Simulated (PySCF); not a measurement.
**Excitation energy of Re by level of theory**

Re [Xe] 4f14 5d5 6s2 (6S) → Re [Xe] 4f14 5d5 6s1 7s1 (8S), as a difference of total energies. Computed with PySCF 2.14 in aug-cc-pVDZ-PP with ECP60MDF, with a scalar-relativistic core potential. Correlated levels: valence: 5s2 5p6 frozen. The calculations carry no spin-orbit coupling.

```
           method  excitation energy (cm⁻¹)
              UHF                     29060
    MP2 (valence)                     38815
SCS-MP2 (valence)                     41491
   CCSD (valence)                     39456
CCSD(T) (valence)                     40141
```

The promoted electron is Rydberg-like, and one or two diffuse shells describe it only roughly, which tends to raise the upper state.
